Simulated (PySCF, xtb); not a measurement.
trichloro(chlorosilyl)silane (Cl4H2Si2), SMILES Cl[SiH2][Si](Cl)(Cl)Cl. One conformer was computed; it need not be the lowest.

Harmonic wavenumbers (cm⁻¹) from GFN2-xTB run with xtb at its own minimum, in rising order: 16, 61, 84, 112, 144, 151, 184, 329, 421, 476, 481, 484, 553, 573, 681, 780, 2238, 2258.

Task: What does ωB97X-D3(BJ)/def2-SVP (PySCF) give at its own minimum? (Estimate from the structure and the level; the computed values follow.)

Result: 33, 55, 100, 135, 177, 187, 221, 388, 499, 554, 604, 629, 630, 701, 841, 947, 2282, 2293. Paired by order, the mean absolute difference is 70 cm⁻¹ and the zero-point energies are 14.3 and 16.1 kcal/mol.
